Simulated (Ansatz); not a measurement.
H3N, charge +1, doublet, geometry from GFN2-xTB (a state made from the parent by changing its charge; the spin is typed, not shown lowest); CAM-B3LYP/pcseg-0 in Ansatz (a quantum-chemistry and plane-wave program).

The Ansatz input:
Ansatz 0.2 input:
```yaml
crystal:
  periodic: [false, false, false]
  atoms:
    - {symbol: N, position_ang: [0.00000000, -0.00000000, 0.00000000]}
    - {symbol: H, position_ang: [0.01502573, 1.02772160, -0.01944823]}
    - {symbol: H, position_ang: [0.88265094, -0.52673581, 0.01709961]}
    - {symbol: H, position_ang: [-0.89767667, -0.50098579, 0.00234863]}
basis:
  gaussian:
    orbitals: pcseg-0.json
hamiltonian:
  xc: cam_b3lyp
total_charge: 1
magnetization: {spin_polarized: true, initial_magnetization: 1}
```
The basis file holds pcseg-0 in the JSON format of the Basis Set Exchange.

Output, abridged:

```
Functional definition: CAM-B3LYP
174 factors; integrals over basis functions are off by at most 2.8e-4 eV
90 factors; integrals over basis functions are off by at most 7.2e-6 eV
mean field evaluation 1: about -1519.3224 eV, gradient 3.6e1 eV
mean field evaluation 2: about -1521.0179 eV, gradient 2.7e1 eV
mean field evaluation 4: about -1523.8938 eV, gradient 1.5e-1 eV
mean field evaluation 8: about -1523.8866 eV, gradient 3.0e-3 eV
mean field -1523.88658581 eV, -56.0017991011 hartree, gradient 1.3e-5 eV, S^2 0.752957; 0 other end points of the search recorded, 0 dependent functions left out
reference -1523.88663583 eV, -56.0018009393 hartree; 5, 4 occupied and 10, 11 virtual orbitals, 174 factors
Total energy: -1523.88663583 eV, -56.0018009393 hartree
```
